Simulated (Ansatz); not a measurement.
Basis-set extrapolation for `N[SiH]1C=C([SiH3])O1` (PBE0-D4/def2-TZVP geometry, frozen core, Ansatz 0.2.0). Multiplicity 1, RHF reference.

```csv
,def2-TZVPP,def2-QZVPP
HF,-787.127478,-787.155630
MP2 correlation,-0.999057,-1.071775
CCSD(T) correlation,-1.089333,not run
```

Energies in hartree. Use E(X) = E(∞) + A·exp(−7.88·√X) for Hartree–Fock and E(X) = E(∞) + B·X^(−2.97) for correlation, with X = 3 and 4, and add CCSD(T) minus MP2 of the smaller set to the MP2 limit.

Problem. What is the CCSD(T) energy at the basis-set limit?

Solution. HF limit: -787.155630 + (-0.028152) × 0.13774 = -787.15951. MP2 limit: -1.071775 + (-0.072718) × 0.74074 = -1.12564. Higher-order term: -1.089333 − (-0.999057) = -0.09028. Total: -788.37543 hartree, 4.32 eV below CCSD(T)/def2-TZVPP.
